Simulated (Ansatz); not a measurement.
Stepwise reaction of `[CH3][InH][CH3]` with hydrogen, as a gas-phase model of exchange steps in deposition or etching. ΔE in kJ/mol.

Program: Ansatz. Geometries: PBE0-D4/def2-TZVP. ΔE: electronic, gas phase. CBS: MP2 limit from def2 TZ/QZ plus the TZ coupled-cluster correction, frozen cores. This one scheme is used for every species. Functionals use def2-TZVPP. B3LYP here is the variant with VWN-RPA as its local correlation; programs differ in this. Elements past krypton have def2 core potentials. For In outer-core shells are correlated without core-valence functions, which leaves a few kJ/mol of doubt a bond.

```
step                                      reaction  PBE-D4  B3LYP-D4  ωB97M-V  CCSD(T)/CBS
   1  `[CH3][InH][CH3]` + H₂ → `[CH3][InH2]` + CH₄   -44.6     -49.9    -48.5        -40.7
   2           `[CH3][InH2]` + H₂ → `[InH3]` + CH₄   -43.8     -49.3    -48.1        -40.4
```

(1) By hand: ΔE of the 2 steps together at CCSD(T)/CBS.

Answers

(1) (-40.7) + (-40.4) = -81.1 kJ/mol, or -40.5 kJ/mol a step.

In ΔE the steps differ by no more than 0.3 kJ/mol. All are downhill at CCSD(T)/CBS. PBE-D4 differs from CCSD(T)/CBS by -3.9 to -3.4 kJ/mol a step. Isolated molecules leave out the surface, adducts and barriers. Largest T1 diagnostic: 0.014.
